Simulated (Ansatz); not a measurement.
AsP2. Charge 0, multiplicity 2. Geometry PBE-D4/def2-TZVP, basis def2-TZVP, Ansatz.

```xyz
3

P     0.450    0.683   -0.889
P    -0.816    0.644    0.726
As    0.367   -1.327    0.163
```

```json
{"run": "A", "HOMO (eV)": "-4.40", "LUMO (eV)": "-3.83"}
{"run": "B", "HOMO (eV)": "-5.03", "LUMO (eV)": "-4.01"}
{"run": "C", "HOMO (eV)": "-5.32", "LUMO (eV)": "-3.65"}
{"run": "D", "HOMO (eV)": "-4.67", "LUMO (eV)": "-4.03"}
{"run": "E", "HOMO (eV)": "-5.71", "LUMO (eV)": "-3.27"}
{"run": "F", "HOMO (eV)": "-5.98", "LUMO (eV)": "-3.20"}
```

HSE06 is defined as in plane-wave codes, on full-range PBE exchange. The structure comes from a short search, and lower isomers may exist.

HOMO and LUMO are taken over both spins.

**Question.** The runs used BLYP, HSE06, PBE, PBE0, r2SCAN, r2SCAN0. Estimate which is which.

**Answer.** A BLYP (0 % exact exchange); B r2SCAN (0 % exact exchange); C HSE06 (range-separated); D PBE (0 % exact exchange); E PBE0 (25 % exact exchange); F r2SCAN0 (25 % exact exchange). Exact exchange lowers occupied and raises empty levels; among semilocal functionals meta-GGAs tend to open the gap a little, and such runs are hard to tell apart. The gap grows from 0.58 eV (BLYP) to 2.79 eV (r2SCAN0). At r2SCAN0-D4/def2-TZVP the charge 0 doublet is spin-contaminated (final ⟨S²⟩ up to 0.84, 0.75 for a pure state).
